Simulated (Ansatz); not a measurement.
`CC1=C[SiH]1[AlH2]` + HCl → `[AlH2][Cl]` + `CC1=C[SiH2]1` at 600 K and 1 bar (cleavage of the Al–Si bond).

Calculated with Ansatz (gas phase, PBE0-D4/def2-TZVP geometries, no zero-point term in ΔE). CCSD(T)/CBS is the MP2 limit (def2-TZVPP, def2-QZVPP) plus CCSD(T) − MP2 in def2-TZVPP, frozen cores. This one scheme is used for every species.

```json
{"species": "`CC1=C[SiH]1[AlH2]`", "CCSD(T)/CBS energy (Eh)": "-649.37810", "H − E (kJ/mol)": "282.3", "S (J/(mol·K))": "474.7"}
{"species": "HCl", "CCSD(T)/CBS energy (Eh)": "-460.38127", "H − E (kJ/mol)": "35.4", "S (J/(mol·K))": "207.2"}
{"species": "`[AlH2][Cl]`", "CCSD(T)/CBS energy (Eh)": "-703.04476", "H − E (kJ/mol)": "67.3", "S (J/(mol·K))": "293.7"}
{"species": "`CC1=C[SiH2]1`", "CCSD(T)/CBS energy (Eh)": "-406.77515", "H − E (kJ/mol)": "248.0", "S (J/(mol·K))": "378.6"}
```

H − E and S are ideal-gas, rigid-rotor, harmonic terms from PBE0-D4/def2-TZVP, for one conformer and one mirror image of each species. 1 Eh = 2625.50 kJ/mol, R = 8.31446 J/(mol·K).

Question: By hand: ΔE, ΔH, ΔS and ΔG.

Answer: ΔE = (-703.04476) + (-406.77515) − (-649.37810) − (-460.38127) = -0.06054 Eh = -158.9 kJ/mol. Δ(H − E) = 67.3 + 248.0 − 282.3 − 35.4 = -2.4, so ΔH = -161.3 kJ/mol. ΔS = 293.7 + 378.6 − 474.7 − 207.2 = -9.6 J/(mol·K). ΔG = -161.3 − 600 × (-9.6)/1000 = -155.5 kJ/mol.

Question: By hand: the equilibrium constant, and the temperature at which ΔG would vanish if ΔH and ΔS stayed fixed.

Answer: log₁₀ K = −ΔG/(RT ln 10) = 13.5. ΔG = 0 at ΔH/ΔS = 16802 K, far beyond where these terms or the molecules hold.

The number of gas molecules stays the same, so ΔS is small and ΔH decides. A doubt of 5 kJ/mol in ΔE shifts log₁₀ K by 0.4 here. Other conformers and mirror images would add mixing entropy, several J/(mol·K) or more a flexible species. These are equilibria of isolated gas molecules and say nothing of rates. Largest T1 diagnostic: 0.014 (customary marks: 0.02 for closed shells, 0.045 for open ones).
